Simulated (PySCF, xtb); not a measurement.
C2H4BN3, SMILES NB1N=CC=N1. The values are those of a single conformer.

Harmonic wavenumbers (cm⁻¹) from GFN2-xTB run with xtb at its own minimum, in rising order: 132, 270, 420, 551, 588, 590, 621, 725, 798, 806, 857, 908, 910, 1019, 1183, 1205, 1420, 1538, 1638, 1656, 3046, 3055, 3491, 3537.

### Question
What does PySCF with PBE-D3(BJ)/def2-SVP give at its own minimum? (Estimate from the structure and the level; the computed values follow.)

### Answer
143, 300, 449, 565, 598, 653, 672, 774, 794, 852, 859, 865, 964, 1106, 1266, 1283, 1395, 1560, 1582, 1627, 3006, 3021, 3514, 3627. Paired by order, the mean absolute difference is 41 cm⁻¹ and the zero-point energies are 44.3 and 45.0 kcal/mol.
